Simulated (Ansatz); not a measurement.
`[NH2][Al]([NH2])[O][SiH3]` + H₂S → `[NH2][Al]([NH2])[SH]` + `O[SiH3]`  (ligand exchange at the Al–O bond)

Calculated with Ansatz (gas phase, PBE0-D4/def2-TZVP geometries, no zero-point term in ΔE). CBS: MP2 limit from def2 TZ/QZ plus the TZ coupled-cluster correction, frozen cores. This one scheme is used for every species. DFT in def2-TZVPP. Each species was taken in one conformer, which may not be the lowest.

CCSD(T)/CBS gives +50.0 kJ/mol.

Problem. Another level gave +55.3 kJ/mol. Which?
A. r2SCANh-D4/def2-TZVPP
B. SCS-MP2/def2-TZVPP
C. PBE/def2-TZVPP
D. HF/def2-TZVPP

Solution. B. SCS-MP2/def2-TZVPP 55.3, r2SCANh-D4 48.2, PBE 37.7, HF/def2-TZVPP 62.9 kJ/mol.

Largest T1 diagnostic among the species: 0.011.

From BLYP to BHLYP (50 % exact exchange), in def2-TZVPP and without D4, ΔE moves by +6.3 kJ/mol. At CCSD(T), def2-SVP lies +11.3 kJ/mol from the extrapolated value and def2-TZVPP +2.7 kJ/mol. In def2-TZVPP, CCSD(T) changes the Hartree–Fock value by −10.2 kJ/mol (the triples alone add −2.9 kJ/mol) and MP2 by −12.6 kJ/mol.
